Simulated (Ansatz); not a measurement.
A run for Ansatz (a first-principles code): R-wB97M-V/def2-TZVPPD on HCl (SMILES Cl). Files ending in .json are basis or fitting sets from the Basis Set Exchange.

Ansatz 0.2 input:
```yaml
crystal:
  periodic: [false, false, false]
  atoms:
    - {symbol: Cl, position_ang: [-0.86779556, 1.14722375, 0.28731765]}
    - {symbol: H, position_ang: [-0.15375625, 0.37126615, 1.02104946]}
basis:
  gaussian:
    orbitals: def2-TZVPPD.json
hamiltonian:
  xc: {name: wB97M-V}
scf: {lower_state_search: off}
```

The head of its log:

```
WARN ansatz: RAYON_NUM_THREADS=1 ignored (pool sized by the plan → 1); use --threads N
Functional definition: wB97M-V
these checks for a lower state are left out or cut short: stability, starts, cluster_reference, orbital_swaps, neighbouring_geometries, increment
integrals: 0.01 GiB planned
386 factors; their error is unknown
integrals: 0.05 GiB planned
85 factors; integrals over basis functions are off by at most 5.7e-5 eV
mean field: 0.16 GiB planned
mean field evaluation 1: about -12538.4466 eV, gradient 9.9e0 eV
mean field evaluation 2: about -12538.6754 eV, gradient 6.9e0 eV
```

Task: What total energy does the run end on?

Result: -460.7917 hartree.
